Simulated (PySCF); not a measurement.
# Nuclear quadrupole coupling in `O[SiH]1CCCC1`

Species: C4H10OSi.
Geometry (GFN2-xTB, Å), atoms numbered from 1 in this order:
```
atom  x, y, z in Å
O1     2.5164    0.9379    0.2026
Si2    1.0913    0.4134    0.7988
C3     0.5000   -1.2925    0.1780
C4    -0.6864   -0.9911   -0.7446
C5    -1.4576    0.1874   -0.1528
C6    -0.4587    1.3092    0.1404
H7     2.6798    1.0028   -0.7350
H8     1.3404    0.5223    2.2288
H9     1.2597   -1.8743   -0.3424
H10    0.1585   -1.9049    1.0121
H11   -1.3335   -1.8625   -0.8650
H12   -0.3183   -0.7115   -1.7353
H13   -2.2493    0.5187   -0.8282
H14   -1.9250   -0.1298    0.7819
H15   -0.8882    2.0319    0.8307
H16   -0.2368    1.8518   -0.7813
```

Field gradients from the PBE0/pcSseg-1 density (PySCF, non-relativistic), principal values in atomic units, ordered |Vxx| ≤ |Vyy| ≤ |Vzz|:

| atom | Vxx | Vyy | Vzz |
| --- | --- | --- | --- |
| O1 | -0.4009 | -1.1242 | 1.5251 |

Question: Find the asymmetry η = (Vxx − Vyy)/Vzz and the couplings χ = eQV/h (234.96 MHz × Q in barn × V in au), with Q(17O) = −0.0256 b.

Answer: 
```tsv
atom	environment	nucleus	η	χzz (MHz)	χxx (MHz)	χyy (MHz)
O1	silanol oxygen	17O	0.47	-9.17	2.41	6.76
```

Question: What is Vzz at O1 in SI units (1 au = 9.71736 × 10²¹ V/m²)?

Answer: 1.5251 au = 14.820 × 10²¹ V/m².

Question: And the gradient at the other heavy atoms, for which no coupling is worked out here?

Answer: 
| atom | environment | Vzz (au) | η |
| --- | --- | --- | --- |
| Si2 | oxygen-bound silicon | 0.381 | 0.99 |
| C3 | sp3 carbon bound to silicon | -0.102 | 0.59 |
| C4 | ring CH2 carbon | 0.053 | 0.84 |
| C5 | ring CH2 carbon | 0.056 | 0.78 |
| C6 | sp3 carbon bound to silicon | -0.104 | 0.56 |

Question: What couplings would deuterons (Q(2H) = 0.00286 b) have in place of the hydrogens, at this geometry?

Answer: 
```csv
atom,bonded to,bond length (Å),Vzz (au),η,χzz (kHz)
H7,O1,0.954,0.5124,0.05,344
H8,Si2,1.456,0.1672,0.01,112
H9,C3,1.089,0.3198,0.04,215
H10,C3,1.090,0.3177,0.03,213
H11,C4,1.092,0.3068,0.00,206
H12,C4,1.093,0.3035,0.01,204
H13,C5,1.092,0.3071,0.01,206
H14,C5,1.092,0.3043,0.01,204
H15,C6,1.088,0.3217,0.04,216
H16,C6,1.092,0.3142,0.03,211
```

Isolated species at its GFN2-xTB geometry (one conformer only). GFN2-xTB bond lengths can be off by several hundredths of an ångström, more for odd bonds, and the gradients follow them. The basis is small and wasn't made for field gradients, so the couplings can be 20 % off.
